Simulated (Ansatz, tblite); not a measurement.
Cost and result up the ladder for the cluster Hg3Se4 (7 atoms). Charge 0, multiplicity 1. Geometry: PBE-D4/def2-SVP.

```xyz
7

Hg    0.1103    2.1657    0.5518
Hg   -1.3905   -0.0195   -1.4608
Hg    1.3444   -0.8490    1.2407
Se   -1.1572    2.4847   -1.5967
Se   -1.3071   -2.4461   -0.7767
Se    1.0495   -2.6327   -0.5181
Se    1.3505    1.2969    2.5598
```

Ansatz on 4 threads of Arm Neoverse V2 on a shared host; xTB runs through tblite on one thread. Times are rough, summed over both states, and most runs start from the orbitals of an earlier one. PBE0-D4/def2-SVP serves as the yardstick here, not as an exact answer. The other state is a triplet.

In the def2 sets Hg takes a core potential; there is no spin–orbit coupling. The xTB rows come from tblite. HOMO above LUMO, or a gap near zero within one spin, warns that the state may not be the lowest or that an electron is smeared out. The structure comes from a short search, and lower isomers may exist.

xTB has no spin-polarisation term.

```json
{"level": "GFN1-xTB", "functions": "48", "wall time": "0.012 s", "vertical triplet (eV)": "2.66", "difference from PBE0-D4/def2-SVP (eV)": "0.26", "remarks": "–"}
{"level": "GFN2-xTB", "functions": "48", "wall time": "0.016 s", "vertical triplet (eV)": "2.33", "difference from PBE0-D4/def2-SVP (eV)": "-0.07", "remarks": "–"}
{"level": "PBE-D4/def2-SVP", "functions": "224", "wall time": "23 s", "vertical triplet (eV)": "2.24", "difference from PBE0-D4/def2-SVP (eV)": "-0.16", "remarks": "gap within one spin near zero (triplet)"}
{"level": "PBE0-D4/def2-SVP", "functions": "224", "wall time": "39 s", "vertical triplet (eV)": "2.40", "difference from PBE0-D4/def2-SVP (eV)": "0.00", "remarks": "–"}
```
